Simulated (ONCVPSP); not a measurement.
Which change was made? (Ba, ONCV)

barium, optimised norm-conserving Vanderbilt (ONCV), made with ONCVPSP 4.0.1 (PBE, scalar-relativistic). Core [Xe], reference 6s1.5 6p0.5. Waves: 6s: rc 3.50 bohr, ncon 4, nbas 7, qcut 1.6 1/bohr, local; 6p: rc 4.00 bohr, ncon 4, nbas 7, qcut 1.7 1/bohr, 2 projectors, debl 1.9 Ha; d scattering state at 0.36 Ha: rc 3.50 bohr, ncon 3, nbas 8, qcut 3.1 1/bohr, 1 projector. Local part: the s channel. Core correction: polynomial model core, fcfact 0.25.

In the d channel the program set the typed energies aside and used -0.090 Ha.

Cutoffs, loose and tight: the cutoffs (Ha) at which the residual kinetic energy of the hardest occupied pseudo-wave falls to 1 and 0.1 mHa per electron. They do not see the model core or the augmentation charge, which bear on the density cutoff. Test errors are all-electron minus pseudo excitation energies from the reference, over the configurations 6s2 6p0; 6s1 6p0; 6s1.5 6p0; 6s0 6p2; variants that change the core or the reference have their own tests.

The base gives: outcome: generated, projector energies reset by the program; cutoff, loose: 1.1 Ha; cutoff, tight: 7.5 Ha; bound ghosts: none; GHOST(+) flags above zero: none; largest test error (meV): -3.2.

**Question.** After one change the result is: outcome: generated, projector energies reset by the program; cutoff, loose: 1.1 Ha; cutoff, tight: 7.5 Ha; bound ghosts: none; GHOST(+) flags above zero: none; largest test error (meV): -8.9. Which change was it?
A. core correction Teter function, fcfact 3.25, rcfact 1.3
B. reference 5d1 6s1; waves p scattering state at 0.03 Ha: rc 4.00 bohr, ncon 4, nbas 7, qcut 1.7 1/bohr, 2 projectors, debl 1.9 Ha; 5d: rc 3.50 bohr, ncon 3, nbas 8, qcut 3.1 1/bohr, 1 projector
C. core [Kr] 4d10, valence charge 10; reference 5s2 5p6 5d0.5 6s1.5; waves now 5s+6s: rc 2.95 bohr, ncon 4, nbas 8, qcut 3.7 1/bohr, 3 projectors, debl 3.2 Ha; 5p: rc 2.60 bohr, ncon 4, nbas 9, qcut 4.8 1/bohr, 2 projectors, debl 1.6 Ha; 5d: rc 4.00 bohr, ncon 4, nbas 9, qcut 3.6 1/bohr, 2 projectors, debl 2 Ha; local potential polynomial inside 1.75 bohr (lpopt 5, dvloc0 1 Ha)

**Answer.** A. The others give: reference 5d1 6s1; waves p scattering state at 0.03 Ha: rc 4.00 bohr, ncon 4, nbas 7, qcut 1.7 1/bohr, 2 projectors, debl 1.9 Ha; 5d: rc 3.50 bohr, ncon 3, nbas 8, qcut 3.1 1/bohr, 1 projector → outcome: generated, projector energies reset by the program; cutoff, loose: 3.7 Ha; cutoff, tight: 5.7 Ha; bound ghosts: none; GHOST(+) flags above zero: none; largest test error (meV): -26 over the solved tests; 1 of 4 tests not solved or not reliable | core [Kr] 4d10, valence charge 10; reference 5s2 5p6 5d0.5 6s1.5; waves now 5s+6s: rc 2.95 bohr, ncon 4, nbas 8, qcut 3.7 1/bohr, 3 projectors, debl 3.2 Ha; 5p: rc 2.60 bohr, ncon 4, nbas 9, qcut 4.8 1/bohr, 2 projectors, debl 1.6 Ha; 5d: rc 4.00 bohr, ncon 4, nbas 9, qcut 3.6 1/bohr, 2 projectors, debl 2 Ha; local potential polynomial inside 1.75 bohr (lpopt 5, dvloc0 1 Ha) → outcome: generated; cutoff, loose: 5.1 Ha; cutoff, tight: 8.8 Ha; bound ghosts: none; GHOST(+) flags above zero: s, d; largest test error (meV): -6.7.
